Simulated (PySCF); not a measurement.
## Dipole response of Ge (germanium, neutral)

[Ar] 3d10 4s2 4p2, high-spin 3P determinant. Computed with PySCF 2.14 in aug-cc-pVDZ-DK (6s5p3d, 36 functions), with the spin-free X2C one-electron Hamiltonian (Gaussian nucleus). Coupled (time-dependent) response in atomic units; α is the mean over directions. A double-zeta set is small for polarisabilities.

```tsv
method	mean α (bohr³)	α xx, yy, zz	C₆ (like pair)	S(−4)
UHF	40.19	32.23, 44.17, 44.17	352.7	583.5
PBE	42.92	32.39, 48.19, 48.19	371.7	802.2
PBE0	41.25	31.96, 45.90, 45.90	356.7	686.5
BHandHLYP	39.92	31.32, 44.22, 44.22	342.2	624.6
M06-L	42.85	33.81, 47.37, 47.37	381.7	728.9
```

S(−4) is the Cauchy moment in α(ω) = α(0) + S(−4) ω² + …

Reference α: 40 ± 1 bohr³ (recommended; Schwerdtfeger and Nagle, table of static dipole polarizabilities (2023 update)). Published C₆: 354.0 (Chu and Dalgarno (2004); Tang, Norbeck and Certain (1976)).

Spin-orbit coupling is absent.

α(iu) at PBE:

```
u (hartree)  α(iu) (bohr³)
          0          42.92
     0.0500          41.05
      0.100          36.65
      0.200          26.86
      0.300          19.34
      0.500          10.68
      0.750          5.891
       1.00          3.682
       1.50          1.810
       2.00          1.067
       3.00         0.4951
       5.00         0.1841
```

A single London oscillator, α(iu) = α/(1 + u²/ω²), gives C₆ = (3/4) ω α². Matching the computed C₆ needs ω = 4 × 371.7 / (3 × 42.92²) = 0.269 hartree.

The components differ because the open shell of this determinant is not spherical; for a pure term their mean is the scalar polarisability.
